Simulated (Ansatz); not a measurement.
Calculated with Ansatz (gas phase, PBE0-D4/def2-TZVP geometries, no zero-point term in ΔE). CCSD(T)/CBS is the MP2 limit (def2-TZVPP, def2-QZVPP) plus CCSD(T) − MP2 in def2-TZVPP, frozen cores. DFT in def2-TZVPP. One conformer a species, not always the lowest.

`BC(F)OC#C` + `CBO` → `BBO` + `C#COC(C)F`  (formal exchange of groups at a B–C bond)

| level | ΔE (kcal/mol) |
| --- | --- |
| r2SCAN-D4 | 7.7 |
| ωB97M-V | 8.6 |
| B2PLYP | 8.8 |
| PBE | 8.0 |
| SCS-MP2/def2-TZVPP | 8.6 |
| MP2/def2-QZVPP | 8.9 |
| SCS-MP2/def2-QZVPP | 8.6 |
| HF/CBS(def2) | 7.7 |

(1) What does CCSD(T)/CBS give? (An estimate is asked.)

Largest T1 diagnostic among the species: 0.013.

Results:

(1) The calculation gave: +8.1 kcal/mol. The listed levels differ from it by -0.4, 0.5, 0.7, -0.1, 0.5, 0.8, 0.5, -0.4 kcal/mol.
